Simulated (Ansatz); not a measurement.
Basis-set extrapolation for H9NO2Si3, SMILES `N[Si](O)([SiH3])O[SiH3]` (PBE0-D4/def2-TZVP geometry, frozen core, the Gaussian-basis code of Ansatz). Multiplicity 1, RHF reference.

```tsv
	def2-TZVPP	def2-QZVPP
HF	-1076.532890	-1076.571547
MP2 correlation	-1.058292	-1.141357
CCSD(T) correlation	-1.158025	not run
```

Energies in hartree. Use E(X) = E(∞) + A·exp(−7.88·√X) for Hartree–Fock and E(X) = E(∞) + B·X^(−2.97) for correlation, with X = 3 and 4, and add CCSD(T) minus MP2 of the smaller set to the MP2 limit.

What is the CCSD(T) energy at the basis-set limit?

HF limit: -1076.571547 + (-0.038657) × 0.13774 = -1076.57687. MP2 limit: -1.141357 + (-0.083065) × 0.74074 = -1.20289. Higher-order term: -1.158025 − (-1.058292) = -0.09973. Total: -1077.87949 hartree, 495.1 kJ/mol below CCSD(T)/def2-TZVPP.
